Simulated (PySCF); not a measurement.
# TlTe⁺ from Hartree–Fock to correlated methods

State: ³Σ⁻ (triplet), unpaired electrons π ↑↑. Set-up: Tl cc-pVDZ-PP with ECP60, Te cc-pVDZ-PP with ECP28; scalar-relativistic core potentials (PySCF 2.14). De refers to Tl⁺ + Te in their high-spin ground configurations, without counterpoise correction. The functionals are run spin-unrestricted. A positive dipole points towards Te; it is taken about the centre of mass and depends on that origin.

```json
{"Level": "UHF", "Re (Å)": "3.642", "ωe (cm⁻¹)": "56.2", "De (eV)": "n/a", "μ (D)": "-3.30"}
{"Level": "UHF-MP2", "Re (Å)": "3.478", "ωe (cm⁻¹)": "69.0", "De (eV)": "n/a", "μ (D)": "n/a"}
{"Level": "UHF-SCS-MP2", "Re (Å)": "3.514", "ωe (cm⁻¹)": "66.2", "De (eV)": "n/a", "μ (D)": "n/a"}
{"Level": "UHF-CCSD", "Re (Å)": "3.500", "ωe (cm⁻¹)": "67.5", "De (eV)": "n/a", "μ (D)": "n/a"}
{"Level": "UHF-CCSD(T)", "Re (Å)": "3.484", "ωe (cm⁻¹)": "69.2", "De (eV)": "n/a", "μ (D)": "n/a"}
{"Level": "LDA", "Re (Å)": "3.277", "ωe (cm⁻¹)": "86.9", "De (eV)": "n/a", "μ (D)": "-0.77"}
{"Level": "PBE", "Re (Å)": "3.407", "ωe (cm⁻¹)": "75.2", "De (eV)": "n/a", "μ (D)": "-1.32"}
{"Level": "r²SCAN", "Re (Å)": "3.396", "ωe (cm⁻¹)": "76.1", "De (eV)": "n/a", "μ (D)": "-1.53"}
{"Level": "B3LYP", "Re (Å)": "3.453", "ωe (cm⁻¹)": "71.5", "De (eV)": "n/a", "μ (D)": "-1.71"}
{"Level": "PBE0", "Re (Å)": "3.404", "ωe (cm⁻¹)": "74.8", "De (eV)": "n/a", "μ (D)": "-1.68"}
{"Level": "BHandHLYP", "Re (Å)": "3.462", "ωe (cm⁻¹)": "70.1", "De (eV)": "n/a", "μ (D)": "-2.12"}
{"Level": "ωB97X", "Re (Å)": "3.443", "ωe (cm⁻¹)": "72.0", "De (eV)": "n/a", "μ (D)": "-2.22"}
```

What does a quarter of exact exchange do here, going from PBE to PBE0?

PBE0 less PBE: -0.3 pm in Re, -0.5 % in ωe. Exact exchange removes part of the self-interaction that spreads semilocal densities, and in most molecules shortens and stiffens the bond and lowers De; so it does here.

What does the gradient correction do here, going from LDA to PBE?

PBE less LDA: +13.0 pm in Re, -13.5 % in ωe. The gradient correction favours the more uneven density of free atoms, so it tends to lengthen bonds and takes away much of the overbinding of LDA; so it does here.

What does second-order correlation do here, going from UHF to UHF-MP2?

UHF-MP2 less UHF: -16.4 pm in Re, +22.8 % in ωe. Correlation nearly always deepens the well. The bond shortens, as in weak, metallic or heavy-atom bonds, where dispersion and the correlation of outer-core electrons pull the atoms together.

Correlated steps freeze 8 core orbitals. These are scalar-relativistic numbers at best; spin–orbit coupling would shift them, the dissociation energy most. The state is the lowest determinant that a PBE0 search found; another state may lie lower at other levels.
